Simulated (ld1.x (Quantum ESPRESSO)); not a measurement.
**bismuth, TM: configuration errors across variants**

```
Element                 : bismuth (Bi)
Generator               : ld1.x (Quantum ESPRESSO) 7.5
Type                    : norm-conserving Troullier–Martins (Kleinman–Bylander form)
Functional              : LDA (PZ)
Relativity              : scalar-relativistic
Frozen core             : [Xe] 4f14 5d10
Valence charge          : 5
Reference configuration : 6s2 6p2 (charge +1)
Partial waves           : 6p (bound): rc 1.95 bohr; 6d channel at 0.15 Ry: rc 1.55 bohr; 6s (bound): rc 1.85 bohr
Local potential         : the s channel
Core correction         : Bessel-smoothed model core inside 1.45 bohr
```

All-electron excitation energies from the reference (eV): (1) 6s2 6p3 -8.154; (2) 6s2 6p1 15.565; (3) 6s2 6p0 39.280; (4) 6s1 6p3 10.895; (5) 6s0 6p5 12.568; (6) 6s2 6p2.5 -4.946; (7) 6s1 6p4 2.023; (8) 6s2 6p2 spin -0.552; (9) 6s2 6p3 spin -9.178.

Spin tests fill each open shell by Hund’s rule, majority spin first.

3 further variants failed, have other tests or another functional or relativity, and are left out.

A true bound ghost makes a file unfit for plane-wave use even where its test errors are small: the radial tests pick states by their node count and pass the ghost by.

Errors AE − PS in meV (a dash: test not solved or not reliable):

| change | (1) | (2) | (3) | (4) | (5) | (6) | (7) | (8) | (9) | bound ghosts |
| --- | --- | --- | --- | --- | --- | --- | --- | --- | --- | --- |
| base | -3.5 | -30 | -164 | -26 | -58 | -0.3 | -7.8 | -5.4 | -9.2 | none |
| wave 6d channel at 0.15 Ry: rc 1.55 bohr becomes 6d channel at 0.5 Ry: rc 1.55 bohr | -3.5 | -30 | -164 | -26 | -58 | -0.3 | -7.8 | -5.4 | -9.2 | d |
| wave 6d channel at 0.15 Ry: rc 1.55 bohr becomes 6d channel at 0.15 Ry: rc 1.42 bohr | -3.5 | -30 | -164 | -26 | -58 | -0.3 | -7.8 | -5.4 | -9.2 | d |

Give the same row for: all radii but the core radius scaled by about 0.82 (s 1.52, p 1.60, d 1.28 bohr).

-4.9, -34, -182, -24, -56, -0.8, -8.4, -6.1, -12; bound ghosts: p, d.
